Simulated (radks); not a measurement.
The numbers below are computed, except where a source is named.
The nuclear charge of the lutetium ion Lu2+ is varied continuously with 69 electrons held in [Xe] 4f14 6s1. Level of theory: non-relativistic Kohn-Sham, BLYP, spin-polarised, spherical densities, point nucleus; open shells are filled with parallel spins first (spin-orbit coupling, left out, can overturn this in heavy ions); relativity is left out, which matters for an element this heavy (a radial shooting solver on a logarithmic mesh with Libxc functionals). By the Hellmann-Feynman theorem dE/dZ = E(electron-nucleus)/Z, the electronic potential at the nucleus.

Z,E (hartree),E(electron-nucleus)/Z (hartree),HOMO,e(HOMO) (eV),<r> HOMO (bohr)
70.5,-13624.6758,-459.815,6s,-12.630,3.477
70.75,-13739.8984,-461.966,6s,-14.674,3.355
71,-13855.6585,-464.114,6s,-16.803,3.245
71.25,-13971.9553,-466.259,6s,-19.015,3.146
71.5,-14088.7880,-468.402,6s,-21.307,3.056
71.75,-14206.1561,-470.542,6s,-23.675,2.973
72,-14324.0590,-472.680,6s,-26.118,2.897

The central difference of E at Z = 71 is -464.114 hartree, to compare with the third column; the second derivative is -8.59 hartree.
